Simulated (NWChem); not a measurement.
System: CH₃N₂S, doublet; SMILES [NH]C(N)=S

The following NWChem deck was run.

```
start job
memory heap 200 mb stack 900 mb global 1100 mb
geometry units angstroms noautoz
  N      1.224426    -0.999962    -0.143466
  C      0.067456    -0.423924     0.026675
  N     -1.065492    -1.153014     0.099605
  S      0.020455     1.295328    -0.037495
  H      1.993863    -0.377813     0.111806
  H     -0.990445    -2.152532    -0.045133
  H     -1.954812    -0.702578    -0.062404
end
basis spherical
  * library def2-tzvp
end
dft
  odft
  mult 2
  xc xpbe96 cpbe96
  iterations 150
  mulliken
end
task dft energy
```

Output (shortened):

```
             Northwest Computational Chemistry Package (NWChem) 7.3.0
             --------------------------------------------------------

 C1  symmetry detected

                             Geometry "geometry" -> ""
                             -------------------------

 Output coordinates in angstroms (scale by  1.889725989 to convert to a.u.)

  No.       Tag          Charge          X              Y              Z
 ---- ---------------- ---------- -------------- -------------- --------------
    1 N                    7.0000     1.27328436    -0.91092966    -0.04208956
    2 C                    6.0000     0.06986958    -0.41741624     0.04500055
    3 N                    7.0000    -1.01243228    -1.22281794     0.02467893
    4 S                   16.0000    -0.09048991     1.29541880    -0.00633458
    5 H                    1.0000     1.97664946    -0.24171863     0.27681574
    6 H                    1.0000    -0.85803731    -2.21269930    -0.12335638
    7 H                    1.0000    -1.91595565    -0.83155229    -0.20023503

 Effective nuclear repulsion energy (a.u.)     147.9794071716

  pbe96 is a nonlocal functional; adding pw91lda local functional.

                                 NWChem DFT Module
                                 -----------------

 Summary of "ao basis" -> "ao basis" (spherical)
 ------------------------------------------------------------------------------
       Tag                 Description            Shells   Functions and Types
 ---------------- ------------------------------  ------  ---------------------
 N                         def2-tzvp                11       31   5s3p2d1f
 C                         def2-tzvp                11       31   5s3p2d1f
 S                         def2-tzvp                13       37   5s5p2d1f
 H                         def2-tzvp                 4        6   3s1p

            General Information
            -------------------
          SCF calculation type: DFT
          Wavefunction type:  spin polarized.
          No. of atoms     :     7
          No. of electrons :    39
           Alpha electrons :    20
            Beta electrons :    19
          Charge           :     0
          Spin multiplicity:     2
          Use of symmetry is: off; symmetry adaption is: off
          Maximum number of iterations: 150
          AO basis - number of functions:   148
                     number of shells:    58
          Convergence on energy requested:  1.00D-06
          Convergence on density requested:  1.00D-05
          Convergence on gradient requested:  5.00D-04

              XC Information
              --------------
          PerdewBurkeErnzerhof Exchange Functional  1.000
            Perdew 1991 LDA Correlation Functional  1.000 local
           PerdewBurkeErnz. Correlation Functional  1.000 non-local

             Grid Information
             ----------------
          Grid used for XC integration:  medium
          Radial quadrature: Mura-Knowles
          Angular quadrature: Lebedev.
          Tag              B.-S. Rad. Rad. Pts. Rad. Cut. Ang. Pts.
          ---              ---------- --------- --------- ---------
          N                   0.65       49          10.0       434
          C                   0.70       49           8.0       434
          S                   1.00       88          11.0       590
          H                   0.35       45          11.0       434
          Grid pruning is: on
          Number of quadrature shells:   370
          Spatial weights used:  Erf1

      Superposition of Atomic Density Guess
      -------------------------------------

 Sum of atomic energies:        -545.27336077

      Non-variational initial energy
      ------------------------------

 Total energy =    -547.115683
 1-e energy   =   -1042.690066
 2-e energy   =     347.594975
 HOMO         =      -0.266794
 LUMO         =       0.048532

     ---------------------------------------------
      Total Density - Mulliken Population Analysis
     ---------------------------------------------

    Atom       Charge   Shell Charges
 -----------   ------   -------------------------------------------------------
    1 N    7     7.71   0.82  1.15  0.60  0.87  0.22  1.52  1.74  0.74  0.01  0.03  0.00
    2 C    6     5.38   0.86  1.12  0.53  0.54  0.06  0.96  0.92  0.17  0.04  0.16  0.02
    3 N    7     7.61   0.82  1.16  0.56  0.79  0.15  1.58  1.81  0.71  0.00  0.02  0.00
    4 S   16    16.24   2.01  0.49  1.48  1.10  0.80  4.18  1.69  0.87  2.27  1.30  0.02  0.04  0.01
    5 H    1     0.71   0.22  0.36  0.09  0.03
    6 H    1     0.68   0.22  0.34  0.09  0.03
    7 H    1     0.68   0.22  0.34  0.08  0.03

     --------------------------------------------
      Spin Density - Mulliken Population Analysis
     --------------------------------------------

    Atom       Charge   Shell Charges
 -----------   ------   -------------------------------------------------------
    1 N    7     0.29   0.00 -0.00  0.00  0.00 -0.00  0.12  0.13  0.05  0.00 -0.00  0.00
    2 C    6     0.03   0.00 -0.00  0.00  0.00  0.00  0.01  0.00  0.01  0.00  0.01  0.00
    3 N    7     0.01   0.00 -0.00  0.00  0.00  0.00  0.00  0.00 -0.00  0.00  0.00 -0.00
    4 S   16     0.66   0.00  0.00 -0.00  0.00 -0.00  0.02 -0.01  0.11  0.34  0.21  0.00  0.00  0.00
    5 H    1     0.01   0.00  0.00 -0.00  0.00
    6 H    1     0.00   0.00  0.00 -0.00  0.00
    7 H    1     0.00   0.00  0.00  0.00  0.00

   convergence    iter        energy       DeltaE   RMS-Dens  Diis-err
 ---------------- ----- ----------------- --------- --------- ---------
 d= 0,ls=0.0,diis     1   -547.2133237069 -6.95D+02  3.36D-03  3.28D-01
                                                     3.72D-03  3.29D-01
 d= 0,ls=0.0,diis     2   -546.9509219034  2.62D-01  3.48D-03  7.57D-01
                                                     4.65D-03  7.18D-01
 d= 0,ls=0.0,diis     3   -547.1283085931 -1.77D-01  2.29D-03  3.28D-01
                                                     4.01D-03  3.23D-01
 d= 0,ls=0.0,diis     4   -547.2141323241 -8.58D-02  1.31D-03  1.40D-01
                                                     2.46D-03  1.43D-01
 d= 0,ls=0.0,diis     5   -547.2915036603 -7.74D-02  5.38D-04  1.19D-02
                                                     8.82D-04  1.17D-02
  Resetting Diis
 d= 0,ls=0.0,diis     6   -547.2971153611 -5.61D-03  2.08D-04  4.24D-03
                                                     2.96D-04  4.39D-03
 d= 0,ls=0.0,diis     7   -547.2992665208 -2.15D-03  1.37D-04  1.33D-04
                                                     2.11D-04  1.25D-04
 d= 0,ls=0.0,diis     8   -547.2985779456  6.89D-04  1.12D-04  1.37D-03
                                                     2.19D-04  1.44D-03
 d= 0,ls=0.0,diis     9   -547.2992772908 -6.99D-04  3.39D-05  1.42D-04
                                                     6.94D-05  1.41D-04
 d= 0,ls=0.0,diis    10   -547.2993439072 -6.66D-05  1.56D-05  1.06D-05
                                                     3.35D-05  9.47D-06
 d= 0,ls=0.0,diis    11   -547.2993503850 -6.48D-06  1.05D-05  2.41D-06
                                                     2.47D-05  1.98D-06
 d= 0,ls=0.0,diis    12   -547.2993521154 -1.73D-06  6.22D-06  1.60D-06
                                                     1.53D-05  1.23D-06
 d= 0,ls=0.0,diis    13   -547.2993529604 -8.45D-07  2.22D-06  1.96D-07
                                                     3.76D-06  1.66D-07

         Total DFT energy =     -547.299352960448
      One electron energy =    -1045.573498999070
           Coulomb energy =      395.982003564126
    Exchange-Corr. energy =      -45.687264697127
 Nuclear repulsion energy =      147.979407171623

 Numeric. integr. density =       39.000001230044

                    DFT Final Alpha Molecular Orbital Analysis
                    ------------------------------------------

 Vector   18  Occ=1.000000D+00  E=-2.472634D-01
              MO Center= -2.2D-01, -6.3D-01, -2.2D-03, r^2= 2.9D+00
   Bfn.  Coefficient  Atom+Function         Bfn.  Coefficient  Atom+Function
  ----- ------------  ---------------      ----- ------------  ---------------
    70      0.331418  3 N  pz                73      0.283631  3 N  pz
    76      0.265216  3 N  pz               110     -0.211152  4 S  pz
     8     -0.206107  1 N  pz                11     -0.171788  1 N  pz
   113     -0.132802  4 S  pz                14     -0.129983  1 N  pz
   108      0.121712  4 S  px               107     -0.095229  4 S  pz

 Vector   19  Occ=1.000000D+00  E=-2.279753D-01
              MO Center=  4.0D-01,  1.9D-01,  5.4D-02, r^2= 3.1D+00
   Bfn.  Coefficient  Atom+Function         Bfn.  Coefficient  Atom+Function
  ----- ------------  ---------------      ----- ------------  ---------------
   108      0.356476  4 S  px                 7     -0.245140  1 N  py
   111      0.243416  4 S  px                10     -0.203720  1 N  py
     8      0.189541  1 N  pz               110     -0.184808  4 S  pz
    11      0.164532  1 N  pz                13     -0.163965  1 N  py
   105      0.160615  4 S  px                14      0.131776  1 N  pz

 Vector   20  Occ=1.000000D+00  E=-2.179752D-01
              MO Center=  1.8D-01,  7.8D-01, -5.6D-02, r^2= 2.6D+00
   Bfn.  Coefficient  Atom+Function         Bfn.  Coefficient  Atom+Function
  ----- ------------  ---------------      ----- ------------  ---------------
   110      0.395598  4 S  pz               113      0.287805  4 S  pz
   108      0.258765  4 S  px               111      0.196831  4 S  px
     8     -0.193210  1 N  pz               107      0.182769  4 S  pz
    11     -0.161012  1 N  pz               101     -0.151144  4 S  pz
    14     -0.141746  1 N  pz               105      0.119179  4 S  px

[...]
```

Level: PBE/def2-TZVP, spin-unrestricted. The geometry was optimised at PBE0/def2-SVP, spin-unrestricted. No stability test was run on the SCF state.
